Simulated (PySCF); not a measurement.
BHN, SMILES [B]=N, multiplicity 2. Atoms are numbered in the order given.

```xyz
3

B      0.0000     0.0000    -0.8429
N      0.0000     0.0000     0.4016
H      0.0000     0.0000     1.4028
```
Charge 0, spin multiplicity 2.

The structure is a stationary point at PBE-D3(BJ)/def2-TZVPD. The isomer is the one that the SMILES or the coordinates give; other isomers of the formula were not compared.

Calculation: CAM-B3LYP/def2-TZVPD (PySCF).

Mulliken values depend strongly on the basis, most of all with diffuse functions as here. ESP charges are fitted to the potential on shells at 1.4 to 2.0 van der Waals radii. Atomic charges (e):

```tsv
atom	meta-Löwdin	ESP fit	Mulliken spin
B1	0.11	0.33	0.96
N2	-0.38	-0.77	0.03
H3	0.27	0.44	0.01
```
